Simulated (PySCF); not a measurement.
A structure optimised at PBE-D3(BJ)/def2-SVP, used in a PySCF frequency run:

```xyz
12

F     -0.9300     3.2136     0.0000
Si     0.2001     2.0206     0.0000
C     -0.7363     0.3938     0.0000
C     -0.1403    -0.8177     0.0000
Si    -0.9713    -2.5180     0.0000
Cl     1.6325    -0.8996     0.0000
H      1.0344     2.1696     1.2374
H      1.0344     2.1696    -1.2374
H     -1.8419     0.4085     0.0000
H     -0.5465    -3.2789     1.2232
H     -2.4599    -2.3140     0.0000
H     -0.5465    -3.2789    -1.2232
```

### Question
Write its SMILES, formula and point group.

### Answer
F[SiH2]/C=C(/[SiH3])Cl, C2H6ClFSi2, Cs

### Question
What are its rotational constants (standard atomic weights)?

### Answer
3.1060, 0.88525, 0.70056 GHz
